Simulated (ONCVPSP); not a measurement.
Before and after: ONCV potential for fluorine (F)

ONCVPSP 4.0.1 input, shortened (lines: element, Z, core and valence counts, functional; n l f; lmax; l rc ep ncon nbas qcut; lloc lpopt rc5 dvloc0; l nproj debl; icmod fcfact rcfact), LDA (Perdew-Wang 92), fully relativistic:

```
  F 9.00    1    2  -001012      upf
    1    0    2.00
    2    0    2.00
    2    1    5.00
    1
    0    0.65    0.00    5    8   11.10
    1    1.10    0.00    4    8   12.90
    0    5    0.65    0.00
    0    0    0.40
    1    2    0.80
    3    3.75    1.05
```

Open shells are filled in proportion to 2j + 1.

All-electron outer shells of the reference configuration (LDA (PZ), scalar-relativistic, ld1.x):

```csv
shell,level (eV),outermost node (bohr),outermost maximum (bohr)
1s,-658.96,–,0.12
2s,-29.65,0.24,0.77
2p,-11.29,–,0.71
```

Change: p: qcut 8.9.

Cutoffs: the cutoffs (Ha) at which the residual kinetic energy of the hardest occupied pseudo-wave falls to 1 and 0.1 mHa per electron; they do not see the model core or the augmentation charge, which bear on the density cutoff. Errors are all-electron minus pseudo energies relative to the spin-unpolarised reference configuration.

Task: Predict the effect on cutoff, ghosts and configuration errors.

Result: The potential gets neither clearly harder nor softer (56 Ha and 315 Ha → 55 Ha and 315 Ha); the s channel sets the loose cutoff, while the largest relative change is in p, which becomes softer; of the 4 tests that both files solve, the error grows in 4 and shrinks in 0 by more than 15 % and 0.3 meV (median size 44.8 → 84.6 meV); neither file shows a bound ghost.

```csv
quantity,base,changed
"cutoff, loose",56 Ha,55 Ha
"cutoff, tight",315 Ha,315 Ha
loose cutoff by channel,"s 55 Ha, p 56 Ha","s 55 Ha, p 42 Ha"
bound ghosts,none,none
GHOST(+) flags under 300 eV,none,none
"error for 2s2 2p4, meV [ΔE 19.56 eV]",+8.2,+18
"error for 2s2 2p3, meV [ΔE 58.08 eV]",+71,+145
"error for 2s2 2p2, meV [ΔE 118.82 eV]",+291,+574
"error for 2s1 2p6, meV [ΔE 18.39 eV]",+19,+25
s: phases at 0.66 bohr within 0.05 rad from the reference energy up to (Ha; the scan ends near 5),to the end of the scan,to the end of the scan
p3/2: phases at 1.11 bohr within 0.05 rad from the reference energy up to (Ha; the scan ends near 5),to the end of the scan,to the end of the scan
p1/2: phases at 1.11 bohr within 0.05 rad from the reference energy up to (Ha; the scan ends near 5),to the end of the scan,to the end of the scan
"rms error of d²Exc/dni dnj with the model core, mHa",12.47,12.43
```
